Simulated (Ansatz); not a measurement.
`NCCN` + `CBO` → `CBOCN` + CH₃NH₂  (substitution at a C–C bond)

Calculated with Ansatz (gas phase, PBE0-D4/def2-TZVP geometries, no zero-point term in ΔE). CCSD(T)/CBS adds triple-zeta CCSD(T) − MP2 to the extrapolated MP2 energy (def2 sets, frozen cores). DFT in def2-TZVPP. B3LYP here is the variant with VWN-RPA as its local correlation; programs differ in this. One conformer a species, not always the lowest.

`NCCN`:

Z-matrix (Å, degrees):
```
C
C 1 1.521
N 1 1.455 2 110.8
H 1 1.104 2 108.9 3 125.5
H 1 1.095 2 108.6 3 -118.7
N 2 1.452 1 115.9 3 -60.1
H 2 1.095 1 108.8 3 177.5
H 2 1.094 1 108.6 3 61.3
H 3 1.013 1 110.3 2 71.9
H 3 1.012 1 110.8 2 -170.3
H 6 1.013 2 111.4 1 -54.7
H 6 1.012 2 110.9 1 65.6
```

`CBO`:

Cartesian coordinates in Å:
```
C 0.756 -0.169 0.643
B -0.370 0.307 -0.324
O -1.151 -0.614 -0.942
H 0.814 -1.254 0.738
H 0.607 0.265 1.638
H 1.728 0.208 0.305
H -0.570 1.477 -0.541
H -1.814 -0.222 -1.515
```

`CBOCN`:

```xyz
13

C     1.788   -0.849    1.306
B     0.415   -0.681    0.583
O     0.339    0.053   -0.548
C    -0.909    0.294   -1.171
N    -1.494    1.495   -0.653
H     2.611   -0.344    0.796
H     2.037   -1.909    1.419
H     1.717   -0.456    2.327
H    -0.590   -1.206    0.996
H    -1.593   -0.537   -0.970
H    -0.694    0.323   -2.246
H    -1.128    2.326   -1.097
H    -2.500    1.491   -0.740
```

CH₃NH₂:

Z-matrix (Å, degrees):
```
C
N 1 1.453
H 1 1.092 2 109.4
H 1 1.100 2 115.4 3 -121.6
H 1 1.092 2 109.4 3 116.8
H 2 1.012 1 110.6 3 62.6
H 2 1.012 1 110.6 3 -179.3
```

CCSD(T)/CBS gives +39.3 kJ/mol.

(1) Another level gave +37.5 kJ/mol. Which?
A. MP2/def2-TZVPP
B. B2PLYP/def2-TZVPP
C. B3LYP/def2-TZVPP
D. CCSD(T)/def2-TZVPP

Largest T1 diagnostic among the species: 0.012.

Answers

(1) D. CCSD(T)/def2-TZVPP 37.5, MP2/def2-TZVPP 41.9, B3LYP 29.2, B2PLYP 33.2 kJ/mol.

In def2-TZVPP, CCSD(T) changes the Hartree–Fock value by +10.8 kJ/mol (the triples alone add +0.5 kJ/mol) and MP2 by +15.2 kJ/mol.
